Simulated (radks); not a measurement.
Values are calculated unless marked as measured or tabulated.
Problem. Ionisation of Re+, [Xe] 4f14 5d5 6s1, to Re2+, [Xe] 4f14 5d5, under several functionals. Scalar-relativistic Kohn-Sham, spin-polarised, spherical densities, finite nucleus; open shells are filled with parallel spins first (spin-orbit coupling, left out, can overturn this in heavy ions); a radial shooting solver on a logarithmic mesh with Libxc functionals. Known Delta-SCF values: SCAN 17.435 eV; PBEsol 17.251 eV; Wu-Cohen GGA 17.283 eV. What does revPBE give, and what is its highest occupied eigenvalue?

Solution. 17.117 eV by Delta-SCF; the 6s eigenvalue is -13.513 eV. NIST: 16.6 eV (semi-empirical).
